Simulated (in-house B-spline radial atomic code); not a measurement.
Settings and results of a run for Sn⁺. Method: non-relativistic OLYP, spin-polarised, spherical fractional occupations, point nucleus. Calculated with a B-spline radial code for spherical atoms.

Command:
```bash
python run_scf.py task.json out
```
Settings:
```
Z                50
configuration    [Kr] 4d10 5s2 5p1
hamiltonian      nr
method           optx,lyp
spin_polarised   True
```

Output (hartree, bohr):
```
 radial grid: 64 intervals, B-splines of order 8, outer radius 60 bohr

 iter        energy (Eh)    residual
    1       -6022.902478    6.10e-01
    2       -6023.292925    3.29e-01
    3       -6027.094032    2.01e-02
    4       -6027.103115    8.98e-03
    5       -6027.103866    1.83e-03
    6       -6027.103908    7.68e-04
    7       -6027.103928    2.12e-04
    8       -6027.103928    4.87e-05
    9       -6027.103928    4.00e-06
   10       -6027.103928    3.44e-07

 total energy                     -6027.10393
 kinetic                            6025.0094
 electron-nucleus                 -14316.1583
 Hartree                            2427.1132
 exchange-correlation               -163.0682

 orbital      occ     eigenvalue          <r>       <r^2>       <1/r>       <r^4>     <1/r^2>       r_max
 1s up      1.000     -1028.1436    0.0304274  0.00123836     49.4666 3.87901e-06     4911.65     0.02015
 1s down    1.000     -1028.1429    0.0304274  0.00123836     49.4666   3.879e-06     4911.66     0.02015
 2s up      1.000      -152.0755     0.131436    0.020288     11.3057 0.000698778     519.201      0.1116
 2s down    1.000      -152.0752     0.131436    0.020288     11.3056 0.000698775       519.2      0.1116
 2p up      3.000      -142.2989     0.112092   0.0152785     11.3131   0.0004577     173.366     0.08734
 2p down    3.000      -142.2983     0.112092   0.0152785     11.3131 0.000457702     173.365     0.08734
 3s up      1.000       -29.5054     0.352427    0.141781     4.07862   0.0305291     102.026      0.3201
 3s down    1.000       -29.5048     0.352424    0.141777     4.07864   0.0305272     102.026      0.3201
 3p up      3.000       -25.4746     0.343354      0.1366     4.00105   0.0297047     33.8803      0.3065
 3p down    3.000       -25.4739     0.343351    0.136596     4.00107   0.0297028     33.8804      0.3065
 3d up      5.000       -18.0073     0.314248    0.117042     3.86162   0.0251846       18.67      0.2513
 3d down    5.000       -18.0066     0.314243    0.117037     3.86166   0.0251823     18.6703      0.2513
 4s up      1.000        -4.8624     0.848421    0.814119     1.61962     0.98707     20.9907      0.7719
 4s down    1.000        -4.8617     0.848481    0.814146     1.61932    0.986447     20.9807       0.772
 4p up      3.000        -3.5210     0.897962    0.920919     1.51025     1.31546     6.64061      0.7995
 4p down    3.000        -3.5204     0.897815    0.920357     1.51018     1.31158     6.63894      0.7996
 4d up      5.000        -1.3033      1.08327     1.39204     1.23009     3.55941     2.81142      0.8814
 4d down    5.000        -1.3007      1.07864     1.37701     1.23338     3.44726     2.82294      0.8813
 5s up      1.000        -0.6272      2.39571     6.49129      0.5332      65.002     2.38842       2.079
 5s down    1.000        -0.5913       2.4052     6.59092    0.535599     69.0292     2.44777       2.049
 5p up      1.000        -0.3828      2.91807     9.74271    0.433803     154.577    0.608818       2.462
```

Time taken, with all properties: 0.23 s on 1 thread of Arm Neoverse V1 (shared host).
